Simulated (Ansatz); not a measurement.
CH4BF (SMILES CBF) moved off its minimum; all values from Ansatz (a program for electronic structure), cores frozen in correlated methods.
(charge 0, multiplicity 1)
```xyz
7

B     -0.21250    -0.42833     0.17904
H     -0.88790    -1.41922     0.45030
F      1.00644    -0.38259     0.73622
C     -0.69121     0.70715    -0.79701
H     -1.61426     1.09907    -0.39444
H     -0.91076     0.32221    -1.79599
H      0.02774     1.53532    -0.89015
```

**Question.** Give the forces (eV/Å), the total energy and the dipole at CCSD(T)/cc-pVTZ.

**Answer.** 
| atom | Fx | Fy | Fz |
|---|---|---|---|
| B1 | 0.254 | -0.590 | -0.041 |
| H2 | 0.347 | 0.622 | -0.097 |
| F3 | -0.556 | 0.029 | -0.167 |
| C4 | 0.698 | 0.063 | 0.194 |
| H5 | -0.506 | 0.236 | 0.032 |
| H6 | -0.059 | -0.093 | 0.044 |
| H7 | -0.179 | -0.266 | 0.033 |
Energy -165.0151 hartree, dipole 1.26 D.
